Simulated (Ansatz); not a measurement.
Reaction (atomization): `[NH2][Ge][OH]` → Ge• + 3 H• + N• + O•

Calculated with Ansatz (gas phase, PBE0-D4/def2-TZVP geometries, no zero-point term in ΔE). CBS: MP2 limit from def2 TZ/QZ plus the TZ coupled-cluster correction, frozen cores. This one scheme is used for every species, atoms too. Functionals use def2-TZVPP. B3LYP here is the variant with VWN-RPA as its local correlation; programs differ in this. No spin–orbit coupling; open shells (•) take unrestricted orbitals. Spin–orbit coupling would lower the free atoms: a little for O; clearly for Ge. For Ge outer-core shells are correlated without core-valence functions, so the limit isn't a true one: a few kJ/mol of doubt a bond, and 10 to 20 or more in all where bonds break to atoms. Scalar relativity is left out up to krypton. Each species was taken in one conformer, which may not be the lowest.

| level | ΔE (kJ/mol) |
| --- | --- |
| PBE0-D4 | 2002.0 |
| B3LYP-D4 | 2031.7 |
| BLYP | 2038.7 |
| r2SCANh | 1990.0 |
| CAM-B3LYP | 2031.6 |
| HF/def2-TZVPP | 1284.0 |
| CCSD(T)/def2-TZVPP | 1963.4 |
| CCSD/CBS(def2) | 1998.7 |

Task: What does CCSD(T)/CBS give? (An estimate is asked.)

Result: The calculation gave: +2041.1 kJ/mol. The listed levels differ from it by -39.1, -9.4, -2.4, -51.1, -9.5, -757.1, -77.7, -42.4 kJ/mol.

Largest T1 diagnostic among the species: 0.014.

The D4 term adds +15.0 kJ/mol with B3LYP and +7.6 kJ/mol with PBE0; it sums over pairs of atoms, weighted by their polarisabilities, and B3LYP, whose exchange is more repulsive, gets the larger term. From r2SCAN to r2SCAN0 (25 % exact exchange), in def2-TZVPP and without D4, ΔE moves by −63.4 kJ/mol: exact exchange takes away binding that semilocal exchange gives to molecules. In def2-TZVPP, CCSD(T) changes the Hartree–Fock value by +679.4 kJ/mol (the triples alone add +42.3 kJ/mol) and MP2 by +720.9 kJ/mol; breaking electron pairs costs correlation energy, which Hartree–Fock lacks.

For atomizations the MP2-based limit and the directly extrapolated one differ by several kJ/mol either way, and by 10 to 25 for some Ge, Se and Sn compounds, so smaller differences from it don't rank the levels.
